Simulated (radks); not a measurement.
Results of a calculation; reference values are marked as such.
Initial-state core-level shifts of the tellurium ion Te+ when its valence configuration changes from [Kr] 4d10 5s2 5p3. Code: a radial shooting solver on a logarithmic mesh with Libxc functionals. Model: Dirac Kohn-Sham, PBEsol, spin-unpolarised, spherical densities, finite nucleus; open shells fill j = l - 1/2 first; Fermi nuclear charge, rms radius 4.7423 fm. Shifts are changes of the shell-averaged eigenvalues in eV (positive: less bound); the change of the density at the nucleus, which sets a Mossbauer isomer shift, is in e/bohr^3, on a base of 2.276e+05.

\begin{tabular}{lrrrrr}
valence & 2s & 2p & 3d & 4p & density at nucleus \\ \hline
4d10 5s1 5p4 & -1.531 & -1.526 & -1.546 & -1.516 & -61.57 \\
4d9 5s2 5p4 & -9.620 & -9.587 & -9.269 & -7.433 & +25.00 \\
4d8 5s2 5p5 & -19.517 & -19.449 & -18.743 & -14.822 & +51.06 \\
4d10 5p5 & -3.009 & -2.998 & -3.040 & -2.980 & -126.12 \\
4d7 5s2 5p6 & -29.698 & -29.593 & -28.425 & -22.174 & +78.14 \\
4d9 5p6 & -12.489 & -12.443 & -12.169 & -10.244 & -114.43 \\
4d9 5s1 5p5 & -11.076 & -11.037 & -10.740 & -8.860 & -43.31 \\
4d8.5 5s2 5p4.5 & -14.533 & -14.483 & -13.980 & -11.133 & +37.90 \\
\end{tabular}
